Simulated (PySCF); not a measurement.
TeHBr, SMILES Br[TeH].

The structure is a stationary point at B3LYP-D3(BJ)/def2-TZVP. The def2 effective core potentials stand for the cores of Te; spin–orbit coupling is left out.

All values below come from TDA-PBE0/def2-TZVPD in PySCF.

Vertical excitations. The molecule is in vacuum. State labels are in the subgroup Cs.

Task: Give excitation energies, oscillator strengths and character. (Estimate from the structure and the level; the computed values follow.)

Result: 
```
state  symmetry  energy (eV)  λ (nm)      f                            main pairs
-----  --------  -----------  ------  -----  ------------------------------------
S1           A"         2.33     533  0.001                        HOMO→LUMO 99 %
S2           A'         4.15     299  0.006                      HOMO−1→LUMO 99 %
S3           A"         4.46     278  0.005                      HOMO→LUMO+1 94 %
S4           A"         4.73     262  0.000                      HOMO−2→LUMO 94 %
S5           A"         6.23     199  0.079                      HOMO→LUMO+2 91 %
S6           A'         6.28     197  0.090    HOMO−3→LUMO 65 %, HOMO−4→LUMO 25 %
S7           A"         6.34     196  0.005                      HOMO→LUMO+3 98 %
S8           A"         6.45     192  0.022                      HOMO→LUMO+4 91 %
S9           A'         6.54     190  0.046  HOMO→LUMO+5 79 %, HOMO−1→LUMO+1 16 %
S10          A'         6.63     187  0.031  HOMO−1→LUMO+1 73 %, HOMO→LUMO+5 19 %
T1           A"         1.63     760      0                        HOMO→LUMO 99 %
T2           A'         3.57     347      0                      HOMO−1→LUMO 99 %
T3           A"         3.94     314      0                      HOMO→LUMO+1 91 %
T4           A"         4.14     299      0                      HOMO−2→LUMO 94 %
```
Triplets are in the Tamm–Dancoff approximation.
